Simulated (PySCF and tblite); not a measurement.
Results of a calculation; reference values are marked as such.
C8H12, numbered as in [CH:1]#[C:2][CH:3]1[CH2:4][CH2:5][CH2:6][CH2:7][CH2:8]1. Geometries PBE0-D3(BJ)/def2-SVP; weights from PBE0-D3(BJ)/def2-TZVP energies and GFN2-xTB thermal corrections, with symmetry numbers and mirror pairs. Conformers within 4 kcal/mol (GFN2-xTB free energy) were kept, 5 at most. GIAO shieldings: PBE0/pcSseg-1. Shifts are against TMS (¹H), TMS (¹³C) at the same level. Run with PySCF (density fitting) and tblite.

The 6-ring runs over atoms 3–4–5–6–7–8.

```
conformer                                       shape  point group  mirror pair  ΔE(DFT)  Δ(G−E) at 180 K  δ H3 (ppm)
        1  6-ring chair (all substituents equatorial)           Cs           no     0.00             0.00        1.94
        2                     6-ring chair (C2 axial)           Cs           no     0.23             0.09        2.58
```

Energies in kcal/mol; the thermal term leaves out symmetry numbers and mirror images.

Q: Work out the weights at 180 K and the ¹H shift of H3 under fast exchange.

A: RT = 0.358 kcal/mol. Each conformer gets RT ln(σ/g), with σ the rotational symmetry number and g = 2 for a mirror pair: 1: σ = 1, g = 1, G = 0.00 + 0.00 + 0.00 = 0.00, 0.00 above the lowest, exp(−ΔG/RT) = 1.000; 2: σ = 1, g = 1, G = 0.23 + 0.09 + 0.00 = 0.32, 0.32 above the lowest, exp(−ΔG/RT) = 0.414. The sum is 1.414, so the weights are 70.8, 29.2 %. The averaged shift is 2.13 ppm. At 298.15 K it is 2.17 ppm. At 298.15 K the leading conformer alone gives 1.94 ppm and bare DFT energies give 2.20 ppm.
